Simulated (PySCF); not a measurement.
# C7H11OP: full NMR table

```
Formula                               : C7H11OP
SMILES                                : C=C/C(OC)=P\C1CC1
Point group of the computed structure : C1
Carbon signals                        : 6
Proton signals                        : 7
```

Numbering as in the mapped SMILES `[CH2:1]=[CH:2]/[C:3]([O:4][CH3:5])=[P:6]\[CH:7]1[CH2:8][CH2:9]1`. Each H is labelled by its parent atom. Ha(C1) is cis to C3; Ha(C8), Ha(C9) are cis to P6 on the ring; Hb(C1) is trans to C3; Hb(C8), Hb(C9) are trans to P6 on the ring.

PySCF calculation with geometry from PBE0-D3(BJ)/def2-SVP and σ from GIAO-B97-2/pcSseg-1; a single conformation, equivalent nuclei averaged, no solvent, no relativistic terms.

Chemical shifts δ = σref − σ; ¹H (σ = 31.38 ppm) and ¹³C (σ = 183.69 ppm) vs TMS; H3PO4 for ³¹P (σ = 316.18 ppm); ¹⁷O (σ = 331.62 ppm) vs H2O, all at this level.

| carbon | δC, type | δH (multiplicity) | HMBC from (2–3 bonds) | span of the C tensor (ppm) |
| --- | --- | --- | --- | --- |
| C1 | 117.0, CH2 | Hb(C1) 5.22 (m); Ha(C1) 5.79 (m) | H(C2) | 202 |
| C2 | 134.7, CH | 7.34 (m) | Ha(C1), Hb(C1) | 214 |
| C3 | 217.5, C | – | H(C2), Ha(C1), Hb(C1), H(C5), H(C7) | 318 |
| C5 | 57.5, CH3 | 3.84 (s) | – | 73 |
| C7 | 6.7, CH | 0.87 (m) | Hb(C8)/Hb(C9), Ha(C8)/Ha(C9) | 73 |
| C8/C9 | 9.4, CH2 | Ha(C8) 0.45 (m); Hb(C8) 0.92 (m) | Hb(C8)/Hb(C9), H(C7), Ha(C8)/Ha(C9) | 62 |

Other nuclei:
```
atoms  nucleus               environment  δ (ppm)  σ (ppm)
   P6      ³¹P  phosphorus bonded to 2 C    153.7    162.5
   O4      ¹⁷O              ether oxygen    173.0    158.6
```

δC 217.5: carbon double-bonded to a heavier main-group atom. δC 134.7: alkene CH; the olefinic region. δC 117.0: terminal =CH2 carbon; as expected for a trigonal carbon in a double bond. δC 57.5: methyl carbon bonded to O; deshielded by the electronegative neighbour. δH 7.34: hydrogen on an alkene CH; a vinylic proton, deshielded by the sp2 carbon and the C=C anisotropy.

Splittings by ³¹P in the carbon and heteronuclear signals aren't shown, as no couplings were computed. Shifts are as computed. Against solution values, carbons near 30 ppm lie about +1 ppm off and those near 130 ppm about +2 ppm. Of 1313 compounds with measured shifts, 239 miss one by over three times the rms of a fit or turn the order of signals round; such compounds aren't used in these exercises. Experimental scales use liquid or dissolved standards, which lie at an offset from isolated H2O (liquid H2O: subtract about 36 ppm) and H3PO4. Multiplicities follow the n + 1 count of equivalent neighbours, as no J values were calculated; m marks all less simple cases, F and P coupling included.
